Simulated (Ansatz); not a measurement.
One change: `[OH][Sn][O][SiH3]` becomes `[OH][Sn][OH]`.

Ansatz, PBE0-D4/def2-TZVP geometries, multiplicity 1. Each molecule was computed in one conformer, which needn't be the lowest.

Elements past krypton have def2 core potentials.

```
                                          property  `[OH][Sn][O][SiH3]`
  size of the dipole moment (B3LYP/def2-TZVPP) / D                 1.39
             LUMO energy (ωB97M-V/def2-TZVPP) / eV                -0.49
size of the dipole moment (ωB97M-V/def2-TZVPP) / D                 1.40
                 HOMO energy (PBE/def2-TZVPP) / eV                -6.85
           HOMO–LUMO gap (ωB97M-V/def2-TZVPP) / eV                 9.75
             HOMO–LUMO gap (B3LYP/def2-TZVPP) / eV                 5.42
```

**Question.** Give the same properties after the change, and the shifts. (Estimate.)

**Answer.** The calculation gave: 
```
                                          property  `[OH][Sn][OH]`  shift
  size of the dipole moment (B3LYP/def2-TZVPP) / D            2.57   1.18
             LUMO energy (ωB97M-V/def2-TZVPP) / eV           -0.21   0.28
size of the dipole moment (ωB97M-V/def2-TZVPP) / D            2.58   1.18
                 HOMO energy (PBE/def2-TZVPP) / eV           -6.30   0.55
           HOMO–LUMO gap (ωB97M-V/def2-TZVPP) / eV            9.45  -0.30
             HOMO–LUMO gap (B3LYP/def2-TZVPP) / eV            5.14  -0.28
```

With PBE0 the HOMO rises by 0.57 eV and the LUMO rises by 0.28 eV, so the gap narrows by about 0.29 eV. PBE moves the HOMO by 0.55 eV and ωB97M-V by 0.59 eV. The zero-point energy changes by -41.6 kJ/mol with -9 modes. Dipoles are sizes alone; their direction can turn.

B3LYP here is the variant with VWN-RPA as its local correlation; programs differ in this.
